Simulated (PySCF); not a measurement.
Job file and geometry (Å, from GFN2-xTB) of an NMR shielding run on `BN1[SiH2]CNB1C#CC`, C$_{4}$H$_{10}$B$_{2}$N$_{2}$Si, PySCF, GIAO PBE0/pcSseg-1 NMR shielding, non-relativistic, gas phase; density fitting, a coarse starting grid and PySCF grid level 2 are the driver's defaults:

```
$ OMP_NUM_THREADS=1 python probes_run.py task.json out

{"job": {"kind": "nmr", "xc": "PBE0", "basis": "pcSseg-1"}, "charge": 0, "multiplicity": 1}
B     -0.821280    -1.933183    -0.811268
N     -1.118272    -0.648418    -0.329717
Si    -2.722402     0.039965    -0.223450
C     -2.102935     1.698113     0.507583
N     -0.667418     1.515849     0.594324
B     -0.119765     0.311433     0.166081
C      1.366526     0.029167     0.217325
C      2.548718    -0.201910     0.257038
C      3.967581    -0.482651     0.308070
H      0.288291    -2.308737    -0.841450
H     -1.704154    -2.616799    -1.177923
H     -3.343010     0.202968    -1.542736
H     -3.582404    -0.694186     0.711521
H     -2.519754     1.911932     1.497436
H     -2.338880     2.560219    -0.125261
H     -0.142999     2.291153     0.967801
H      4.200377    -1.351197    -0.308158
H      4.267159    -0.688405     1.336013
H      4.534819     0.373939    -0.057054
```

**Question.** What does the program print?

**Answer.** 
```
coarse grid: 16464 points
cycle   1  E = -606.5321691037  dE =  1.151e+00  |g| = 5.506e-01  |ddm| = 4.186e+00
cycle   2  E = -606.4766387124  dE =  5.553e-02  |g| = 7.353e-01  |ddm| = 1.200e+00
cycle   3  E = -606.5995119711  dE = -1.229e-01  |g| = 2.059e-01  |ddm| = 7.563e-01
cycle   4  E = -606.6096834750  dE = -1.017e-02  |g| = 5.594e-02  |ddm| = 1.930e-01
cycle   5  E = -606.6102832504  dE = -5.998e-04  |g| = 2.568e-02  |ddm| = 5.294e-02
cycle   6  E = -606.6104337911  dE = -1.505e-04  |g| = 3.457e-03  |ddm| = 2.017e-02
cycle   7  E = -606.6104365120  dE = -2.721e-06  |g| = 1.096e-03  |ddm| = 4.149e-03
final grid: 154880 points
cycle   8  E = -606.6569099451  dE = -3.995e-05  |g| = 8.804e-03  |ddm| = 3.799e-02
cycle   9  E = -606.6568974342  dE =  1.251e-05  |g| = 1.168e-02  |ddm| = 1.606e-02
cycle  10  E = -606.6569279177  dE = -3.048e-05  |g| = 1.418e-03  |ddm| = 9.055e-03
cycle  11  E = -606.6569284083  dE = -4.906e-07  |g| = 2.284e-04  |ddm| = 1.273e-03
cycle  12  E = -606.6569284136  dE = -5.353e-09  |g| = 1.664e-04  |ddm| = 2.914e-04
cycle  13  E = -606.6569284202  dE = -6.595e-09  |g| = 4.565e-05  |ddm| = 1.515e-04
cycle  14  E = -606.6569284207  dE = -4.727e-10  |g| = 1.078e-05  |ddm| = 3.881e-05
converged SCF energy = -606.6569284207

GIAO shielding tensors (ppm)
atom      isotropic    diamagn.    paramagn.     s11        s22        s33       span
  0 B       51.251     196.031    -144.780     14.813     19.973    118.968    104.155
  1 N      111.735     327.750    -216.015    -22.018    100.428    256.796    278.814
  2 Si     367.325     879.944    -512.620    327.956    354.467    419.550     91.594
  3 C      155.803     247.943     -92.140    135.461    137.119    194.828     59.367
  4 N      159.618     325.675    -166.057     74.553    188.851    215.449    140.896
  5 B       75.097     196.967    -121.869     50.231     80.369     94.693     44.462
  6 C      100.441     257.404    -156.963     11.690     15.118    274.516    262.826
  7 C       76.128     277.889    -201.762    -10.511     -7.197    246.091    256.602
  8 C      180.877     252.943     -72.067    172.847    173.286    196.497     23.650
  9 H       25.748      32.380      -6.632     23.498     25.042     28.704      5.205
 10 H       26.153      30.489      -4.336     24.228     25.766     28.465      4.237
 11 H       26.504      28.584      -2.081     23.422     24.275     31.814      8.391
 12 H       26.505      28.543      -2.038     23.418     24.276     31.822      8.404
 13 H       28.764      28.094       0.671     24.013     26.733     35.546     11.532
 14 H       28.757      28.220       0.537     23.984     26.735     35.553     11.569
 15 H       27.860      34.130      -6.270     20.321     28.782     34.477     14.157
 16 H       29.548      29.250       0.297     24.306     28.081     36.255     11.949
 17 H       29.613      28.216       1.397     24.694     27.880     36.265     11.571
 18 H       29.648      28.036       1.612     24.578     27.988     36.377     11.798
```

Size and cost of the density-fitted run: 210 basis functions, 62 s wall time on 1 thread of an Arm Neoverse N1, shared host; peak memory 0.94 GiB.
